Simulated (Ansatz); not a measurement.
`[CH2][SiH](O)Cl` radical, charge 0, multiplicity 2.

Task: Give a relaxed structure at PBE0-D4/def2-TZVP (Ansatz 0.2.0). (Estimate.)

Result: The calculation gave: 
Z-matrix (Å, degrees):
```
Si
O 1 1.636
Cl 1 2.061 2 111.1
C 1 1.832 2 112.6 3 119.9
H 1 1.477 2 104.8 3 -116.0
H 2 0.959 1 117.9 3 -63.4
H 4 1.085 1 122.9 2 -137.2
H 4 1.087 1 121.7 2 45.3
```
